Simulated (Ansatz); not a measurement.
Consider the ligand exchange at the Si–O bond: `F[SiH2]O[SiH2][SiH3]` + `B[SeH]` → `B[Se][SiH2][SiH3]` + `O[SiH2]F`.

Gas-phase electronic energies from Ansatz, PBE0-D4/def2-TZVP geometries. CCSD(T)/CBS is the MP2 limit (def2-TZVPP, def2-QZVPP) plus CCSD(T) − MP2 in def2-TZVPP, frozen cores. For Se outer-core shells are correlated without core-valence functions, which leaves a few kJ/mol of doubt a bond. Scalar relativity is left out up to krypton. Each species was taken in one conformer, which may not be the lowest.

`F[SiH2]O[SiH2][SiH3]`:

Cartesian coordinates in Å:
```
F -1.084 -0.103 -2.800
Si -0.350 1.001 -1.915
O -0.891 0.927 -0.394
Si -0.865 0.102 1.033
Si 1.131 -1.106 1.281
H -0.687 2.325 -2.475
H 1.099 0.698 -1.961
H -2.031 -0.821 1.076
H -1.011 1.095 2.128
H 2.304 -0.190 1.285
H 1.093 -1.846 2.572
H 1.292 -2.082 0.170
```

`B[SeH]`:

Z-matrix (Å, degrees):
```
B
Se 1 1.899
H 1 1.189 2 121.0
H 1 1.191 2 115.7 3 180.0
H 2 1.470 1 97.7 3 0.0
```

`B[Se][SiH2][SiH3]`:

Z-matrix (Å, degrees):
```
Si
Se 1 2.304
Si 1 2.336 2 109.0
H 1 1.487 2 106.3 3 119.9
H 1 1.486 2 109.0 3 -122.9
B 2 1.908 1 98.0 3 66.8
H 3 1.487 1 108.8 2 61.2
H 3 1.486 1 109.3 2 -58.0
H 3 1.488 1 111.1 2 -178.6
H 6 1.192 2 121.1 1 0.2
H 6 1.191 2 116.5 1 -180.0
```

`O[SiH2]F`:

```xyz
6

O     0.989    0.398    0.695
Si   -0.382   -0.086   -0.040
F    -0.238   -1.577   -0.593
H     1.762    0.587    0.162
H    -1.433   -0.078    0.993
H    -0.697    0.756   -1.218
```

```json
{"species": "`F[SiH2]O[SiH2][SiH3]`", "HF/CBS(def2) energy (Eh)": "-1045.49564"}
{"species": "`B[SeH]`", "HF/CBS(def2) energy (Eh)": "-2426.34466"}
{"species": "`B[Se][SiH2][SiH3]`", "HF/CBS(def2) energy (Eh)": "-3006.60102"}
{"species": "`O[SiH2]F`", "HF/CBS(def2) energy (Eh)": "-465.21568"}
```

**Question.** Work out ΔE.

**Answer.** ΔE = (-3006.60102) + (-465.21568) − (-1045.49564) − (-2426.34466) = 0.02360 Eh = +0.64 eV. CCSD(T)/CBS gives +0.36 eV.

Largest T1 diagnostic among the species: 0.014.

From PBE to PBE0 (25 % exact exchange), in def2-TZVPP and without D4, ΔE moves by +0.03 eV. In def2-TZVPP, CCSD(T) changes the Hartree–Fock value by −0.21 eV (the triples alone add −0.04 eV) and MP2 by −0.27 eV.
